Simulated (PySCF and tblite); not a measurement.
The numbers below are computed, except where a source is named.
Stationary points of C₃H₇ClO₂Si₂ at GFN2-xTB, in Å:

Structure A

```
 1 O     1.475    0.950   -2.186
 2 C     1.146    0.412   -1.139
 3 Si    2.581   -0.478   -0.213
 4 C    -0.230    0.480   -0.666
 5 Cl   -1.295    1.417   -1.686
 6 C    -0.835   -0.049    0.418
 7 O    -0.262   -0.814    1.354
 8 Si   -2.692    0.256    0.745
 9 H     3.781   -0.237   -0.995
10 H     2.268   -1.912   -0.118
11 H     2.689    0.074    1.145
12 H     0.677   -0.985    1.201
13 H    -2.955   -0.466    1.989
14 H    -3.457   -0.301   -0.367
15 H    -2.905    1.691    0.906
```

Structure B

```
 1 O     1.177   -1.040   -2.259
 2 C     1.083   -0.408   -1.234
 3 Si    2.622    0.023   -0.148
 4 C    -0.209    0.155   -0.738
 5 Cl   -0.646    1.630   -1.534
 6 C    -0.970   -0.293    0.261
 7 O    -0.694   -1.452    0.925
 8 Si   -2.546    0.581    0.859
 9 H     2.795    1.469   -0.233
10 H     3.751   -0.728   -0.683
11 H     2.285   -0.377    1.220
12 H     0.075   -1.903    0.555
13 H    -3.062   -0.240    1.949
14 H    -3.488    0.662   -0.256
15 H    -2.171    1.921    1.315
```

Structure C

```
 1 O     1.224   -1.815   -0.397
 2 C     1.230   -0.581   -0.309
 3 Si    2.829    0.434   -0.618
 4 C     0.018    0.117    0.032
 5 Cl    0.099    1.839    0.136
 6 C    -1.175   -0.489    0.274
 7 O    -1.300   -1.805    0.209
 8 Si   -2.755    0.477    0.724
 9 H     2.568    1.336   -1.737
10 H     3.866   -0.542   -0.935
11 H     3.128    1.168    0.610
12 H    -0.417   -2.199   -0.032
13 H    -3.790   -0.534    0.903
14 H    -3.047    1.383   -0.386
15 H    -2.482    1.219    1.954
```

Level: PBE0/pcSseg-1 + D3(BJ) on GFN2-xTB stationary points, with GFN2-xTB thermal terms.

Q: Which structure is a saddle point, and along which motion?

A: B: one imaginary mode (58i cm⁻¹ at GFN2-xTB, mostly on O1, Si3, Cl5), along the rotation about the C2–C4 bond (torsion O1–C2–C4–Cl5 from -180° to -2°, rising).

Q: Give their symmetry and energies above the lowest.

A: A C1, 14.2 kcal/mol; B C1, 19.4 kcal/mol; C Cs, 0.0 kcal/mol.
